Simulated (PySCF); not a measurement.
PySCF job for Cl₃H₂NZr, SMILES [NH2][Zr]([Cl])([Cl])[Cl], multiplicity 1, PBE0-D3(BJ)/def2-SVP. Coordinates come from a PBE0-D3(BJ)/def2-SVP optimisation. The spin state was assumed, not searched. The structure was generated by enumeration; whether it is a known compound was not checked. The def2 effective core potentials stand for the cores of Zr; spin–orbit coupling is left out. The values are those of a single conformer.

```python
import numpy as np
from pyscf import gto, scf, dft, df
from pyscf.hessian import thermo

mol = gto.M(
    atom='''
    Zr    0.01969184    0.08762047   -0.14025609
    Cl   -0.21214889    1.35029066    1.82789505
    Cl    1.97705233   -1.19424174   -0.02372872
    Cl   -1.94797756   -1.11874055   -0.54036141
    N     0.24381012    1.34303056   -1.66542057
    H     1.13123789    1.72118728   -1.99485476
    H    -0.51332212    1.73853745   -2.22164165
    ''',
    basis='def2-SVP',
    ecp={'Zr': 'def2-svp'},
    charge=0,
    spin=0,
    max_memory=1600,
    verbose=3,
)
mf = dft.RKS(mol, xc='pbe0').density_fit(auxbasis='def2-universal-jkfit')
mf.disp = 'd3bj'
mf.grids.level = 3
mf.conv_tol = 1e-11
mf.max_cycle = 100
mf.kernel()

# [left out here: the lines that compute and print the analytic Hessian (its translational invariance restored by hand, since the grid's response is missing), thermochemistry and intensities]
```

It prints:

```
converged SCF energy = -1482.90173835397

WARN: DFTD3 does not support analytical Hessian, using finite difference


WARN: Mole.unit (angstrom) is changed to Bohr

Mode                                 0                   1                   2
Irrep
Freq [cm^-1]                       20.4734             90.2098            105.0123
Reduced mass [au]                   2.0317             33.2521             27.6176
Force const [Dyne/A]                0.0005              0.1594              0.1794
Char temp [K]                      29.4566            129.7917            151.0893
Normal mode                   x     y     z       x     y     z       x     y     z
       0  Zr                 0.02 -0.00  0.00   -0.00 -0.03 -0.01    0.01  0.03 -0.05
       1  Cl                -0.09  0.00 -0.01    0.00 -0.04 -0.01   -0.00 -0.08  0.01
       2  Cl                 0.01 -0.02 -0.05    0.07  0.07  0.03   -0.02 -0.01  0.07
       3  Cl                -0.00  0.02  0.05   -0.08  0.07  0.01    0.00 -0.01  0.07
       4   N                 0.04 -0.00  0.00   -0.00 -0.04 -0.01    0.01  0.06 -0.04
       5   H                 0.09 -0.38 -0.29   -0.00 -0.04 -0.00    0.00  0.07 -0.03
       6   H                 0.01  0.38  0.31   -0.00 -0.04 -0.01    0.01  0.07 -0.03
Mode                                 3                   4                   5
Irrep
Freq [cm^-1]                      128.7756            143.9131            144.4529
Reduced mass [au]                   2.9543              4.3989              2.2524
Force const [Dyne/A]                0.0289              0.0537              0.0277
Char temp [K]                     185.2794            207.0589            207.8356
Normal mode                   x     y     z       x     y     z       x     y     z
       0  Zr                 0.03 -0.00  0.00    0.00  0.03  0.01   -0.01  0.01  0.00
       1  Cl                -0.07  0.00 -0.01   -0.00 -0.03  0.06   -0.04 -0.01  0.01
       2  Cl                 0.02 -0.05 -0.01   -0.02  0.01 -0.01    0.00  0.01 -0.06
       3  Cl                 0.02  0.05  0.02    0.02  0.02 -0.02   -0.01 -0.01  0.05
       4   N                -0.11  0.00 -0.01   -0.01 -0.13 -0.13    0.14 -0.03 -0.00
       5   H                -0.20  0.33  0.10   -0.01 -0.25 -0.26    0.18  0.17  0.32
       6   H                -0.17 -0.32 -0.15   -0.03 -0.18 -0.14    0.27 -0.26 -0.33
Mode                                 6                   7                   8
Irrep
Freq [cm^-1]                      374.7835            402.3090            412.9697
Reduced mass [au]                  34.4901              3.2733             22.0950
Force const [Dyne/A]                2.8543              0.3121              2.2201
Char temp [K]                     539.2300            578.8331            594.1715
Normal mode                   x     y     z       x     y     z       x     y     z
       0  Zr                 0.00  0.02 -0.02    0.05 -0.00  0.01   -0.01  0.05  0.04
       1  Cl                -0.01  0.05  0.08   -0.00 -0.00 -0.00    0.01 -0.06 -0.09
       2  Cl                 0.08 -0.05  0.01   -0.07  0.04 -0.01    0.05 -0.03 -0.00
       3  Cl                -0.08 -0.05 -0.01   -0.07 -0.04 -0.01   -0.04 -0.03 -0.01
       4   N                 0.00  0.02 -0.02    0.06 -0.00  0.01   -0.00  0.01  0.00
       5   H                 0.00  0.01 -0.03   -0.15  0.25 -0.24    0.01 -0.09 -0.07
       6   H                 0.00  0.01 -0.03   -0.21 -0.25  0.19    0.01 -0.08 -0.07
Mode                                 9                  10                  11
Irrep
Freq [cm^-1]                      475.3235            510.1355            685.6936
Reduced mass [au]                   1.8907              1.3279              5.4610
Force const [Dyne/A]                0.2517              0.2036              1.5128
Char temp [K]                     683.8847            733.9714            986.5605
Normal mode                   x     y     z       x     y     z       x     y     z
       0  Zr                 0.04 -0.00  0.01   -0.00  0.01  0.01    0.00  0.03 -0.03
       1  Cl                -0.00 -0.00 -0.00    0.00 -0.01 -0.01   -0.00 -0.00 -0.00
       2  Cl                -0.04  0.02  0.00    0.00 -0.00 -0.00   -0.00 -0.00  0.00
       3  Cl                -0.04 -0.02 -0.01   -0.00 -0.00 -0.00    0.00 -0.00  0.00
       4   N                -0.10  0.00 -0.01    0.01 -0.10 -0.08   -0.03 -0.14  0.17
       5   H                 0.18 -0.27  0.39   -0.05  0.46  0.39   -0.01 -0.16  0.20
       6   H                 0.28  0.26 -0.33   -0.05  0.46  0.39   -0.05 -0.16  0.19
Mode                                12                  13                  14
Irrep
Freq [cm^-1]                     1484.5872           3554.6737           3651.0097
Reduced mass [au]                   1.1218              1.0508              1.0932
Force const [Dyne/A]                1.4567              7.8229              8.5861
Char temp [K]                    2135.9905           5114.3840           5252.9901
Normal mode                   x     y     z       x     y     z       x     y     z
       0  Zr                 0.00  0.00 -0.00    0.00  0.00 -0.00   -0.00  0.00 -0.00
       1  Cl                 0.00  0.00 -0.00    0.00 -0.00 -0.00    0.00 -0.00  0.00
       2  Cl                 0.00  0.00 -0.00   -0.00  0.00 -0.00   -0.00  0.00 -0.00
       3  Cl                -0.00  0.00 -0.00    0.00  0.00  0.00   -0.00 -0.00  0.00
       4   N                -0.01 -0.06  0.07   -0.01 -0.04  0.04   -0.08  0.00 -0.01
       5   H                -0.35  0.34 -0.45    0.61  0.24 -0.21    0.58  0.25 -0.22
       6   H                 0.46  0.34 -0.34   -0.52  0.26 -0.36    0.49 -0.27  0.37
temperature 298.1500 [K]
pressure 101325.00 [Pa]
Rotational constants [GHz] 1.37459 1.29029 0.94541
Symmetry number 1
Zero-point energy (ZPE) 0.02776 [Eh]   72878.433 [J/mol]
                           tot       elec      trans        rot        vib
Entropy [J/mol/K]       411.306      0.000    175.645    124.013    111.648
Cv [J/mol/K]            106.651      0.000     12.472     12.472     81.708
Cp [J/mol/K]            114.965      0.000     20.786     12.472     81.708
Internal energy [J/mol]                      3718.434   3718.434  88335.272
Internal energy [Eh]   -1482.86526  -1482.90174
Enthalpy [J/mol]                             6197.391   3718.434  88335.272
Enthalpy [Eh]          -1482.86432
Gibbs free energy [J/mol]                  -46171.196 -33256.153  55047.497
Gibbs free energy [Eh] -1482.91102
static polarisability / bohr^3: [[74.949 -0.368  0.651]
 [-0.369 69.228  2.019]
 [ 0.648  2.021 70.684]]
largest difference of analytic and finite-field dipole derivatives / e: 0.0017176225166579684
mode   freq/cm-1   IR/(km/mol)   Raman/(A^4/amu)   depolarisation
   1       20.47         8.462             2.224            0.750
   2       90.21         2.387             2.450            0.750
   3      105.01         7.512             1.206            0.741
   4      128.78         0.627             0.849            0.750
   5      143.91         0.801             3.311            0.750
   6      144.45         0.312             2.438            0.750
   7      374.78        18.911            11.199            0.009
   8      402.31        33.334             0.222            0.750
   9      412.97        63.037             0.168            0.741
  10      475.32        99.244             0.650            0.750
  11      510.14       257.205             2.097            0.669
  12      685.69       114.464            17.828            0.068
  13     1484.59        48.952             7.496            0.495
  14     3554.67       122.128           147.795            0.157
  15     3651.01        45.993            70.028            0.750
max |gradient| / (hartree/bohr): 8.436782117261137e-05
APT charges: [ 2.2483 -0.6029 -0.5932 -0.5929 -0.8903  0.2159  0.2152]
```

The calculation finished and met its thresholds.
